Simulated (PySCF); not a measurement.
## Removing the step error of a finite difference

System: H3FSiSn (SMILES [F][Sn][SiH3]), singlet, geometry from GFN2-xTB (such geometries of metal compounds can be far from the true shape) (core potentials on Sn). Level: HF/def2-SVP, polarisability in PySCF. Sums are taken with unrounded values, so a last digit can differ.

Second differences of the energy in a field along z gave a polarisability along z of 65.284 bohr³ at step 0.005 and 65.379 bohr³ at step 0.02 (atomic units).

Task: Extrapolate to zero step.

Result: The leading error of a symmetric difference goes as h², so A(h) = A0 + c h². Then c = (65.379 - (65.284))/(0.02² - 0.005²) = 254 (atomic units) and A0 = 65.284 - c × 0.005² = 65.277 bohr³. The analytic value from the same program and level is 65.277 bohr³: the smaller step missed it by 0.006, the extrapolation by 0.000.
